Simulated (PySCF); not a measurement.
Species: C₈H₉BO₂.
SMILES with atom numbers: `[CH3:1][O:2][BH:3][c:4]1[cH:5][cH:6][cH:7][c:8](=[O:9])[cH:10][cH:11]1`

NICS is the negative of the GIAO shielding at a point without a nucleus: at the ring centre (0) and 1 Å above and below it (1); zz is the component along the ring normal. Level: GIAO KT2/pcSseg-2 (PySCF, non-relativistic, gas phase) on the PBE0-D3(BJ)/def2-SVP geometry, one conformer.

Ring bond lengths (Å): C4–C5 1.373, C5–C6 1.431, C6–C7 1.359, C7–C8 1.472, C8–C10 1.468, C10–C11 1.358, C11–C4 1.442.

Question: Give the NICS values of each ring in ppm.

Answer: 
```csv
ring,type,NICS(0),"NICS(1), two faces","NICS(1)zz, two faces",rms pucker (Å),"centre to ring atoms, mean (Å)"
C4–C5–C6–C7–C8–C10–C11,7-membered carbocycle; bonds drawn aromatic by RDKit's count,1.9,-1.9 / -1.9,-4.5 / -4.6,0.02,1.63
```

Question: What can be read from them?

Answer: 
- C4–C5–C6–C7–C8–C10–C11: mean NICS(1)zz -4.5 ppm, shielded. That is too small in size for a clear verdict by the NICS criterion.

Question: What does the geometric index give? HOMA = 1 − mean of α(R − Ropt)² over the ring bonds, with Krygowski's 1993 parameters (CC: Ropt 1.388 Å, α 257.7 Å⁻²).

Answer: 
- C4–C5–C6–C7–C8–C10–C11: HOMA 0.25 = 1 − EN − GEO, with mean bond length 1.415 Å, EN = α(Ropt − mean)² = 0.184 and GEO = α × variance = 0.563. The geometric and the magnetic index point the same way.

Question: List the ring angles.

Answer: 
- C4–C5–C6–C7–C8–C10–C11: C4 125.5°, C5 129.5°, C6 129.9°, C7 131.0°, C8 121.3°, C10 131.3°, C11 131.2°; sum 899.8° against 900° for a flat convex ring.

Question: How shielded are the nuclei of the rings and their hydrogens (means over atoms taken as equivalent)?

Answer: 
| atoms | environment | σ isotropic (ppm) | principal values of the symmetric part, first atom (ppm) |
| --- | --- | --- | --- |
| C4 | unsaturated ring carbon | 37.3 | -46.7, -5.6, 164.3 |
| C5 | unsaturated ring CH carbon | 32.4 | -73.1, 28.0, 142.2 |
| C6 | unsaturated ring CH carbon | 50.3 | -62.2, 56.7, 156.4 |
| C7 | unsaturated ring CH carbon | 32.6 | -51.2, 31.8, 117.4 |
| C8 | ring carbonyl carbon | 2.0 | -66.9, -13.2, 86.2 |
| C10 | unsaturated ring CH carbon | 36.3 | -46.9, 38.2, 117.5 |
| C11 | unsaturated ring CH carbon | 48.6 | -63.5, 45.8, 163.5 |
| H on C5 | hydrogen on carbon | 24.08 | 21.5, 22.3, 28.4 |
| H on C6 | hydrogen on carbon | 24.32 | 21.4, 23.2, 28.3 |
| H on C7 | hydrogen on carbon | 24.30 | 21.9, 22.7, 28.3 |
| H on C10 | hydrogen on carbon | 24.32 | 22.0, 22.4, 28.6 |
| H on C11 | hydrogen on carbon | 23.75 | 19.9, 21.6, 29.8 |

Question: How do the values depend on the level or the medium?

Answer: 
```csv
level,"NICS(0), C4–C5–C6–C7–C8–C10–C11","mean NICS(1)zz, C4–C5–C6–C7–C8–C10–C11"
"KT2/pcSseg-2, gas",1.9,-4.5
"PBE0/pcSseg-1, gas",1.9,-5.1
```

The geometry is the same throughout.

The values belong to the conformer `[CH3:1][O:2][BH:3][c:4]1[cH:5][cH:6][cH:7][c:8](=[O:9])[cH:10][cH:11]1`: C1–O2–B3–C4 180°, O2–B3–C4–C5 180°.
